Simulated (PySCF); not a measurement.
**Dipole response of K⁺ (potassium, charge +1)**

[Ar], closed-shell 1S. Computed with PySCF 2.14 in dyall-acv3z, with scalar relativity by spin-free X2C-1e. Coupled (time-dependent) response in atomic units; α is the mean over directions.

```csv
method,mean α (bohr³),C₆ (like pair),S(−4)
UHF,5.439,23.14,5.524
PBE,5.700,24.50,6.383
PBE0,5.585,23.89,6.006
BLYP,5.753,24.76,6.567
M06,5.553,23.42,6.112
```

S(−4) is the Cauchy moment in α(ω) = α(0) + S(−4) ω² + …

α(iu) at UHF:

| u (hartree) | α(iu) (bohr³) |
| --- | --- |
| 0 | 5.439 |
| 0.0500 | 5.425 |
| 0.100 | 5.384 |
| 0.200 | 5.228 |
| 0.300 | 4.988 |
| 0.500 | 4.361 |
| 0.750 | 3.525 |
| 1.00 | 2.800 |
| 1.50 | 1.795 |
| 2.00 | 1.216 |
| 3.00 | 0.6544 |
| 5.00 | 0.2829 |

For an ion, C₆ is the dispersion term alone; charge-induced terms of lower order in 1/R come first.
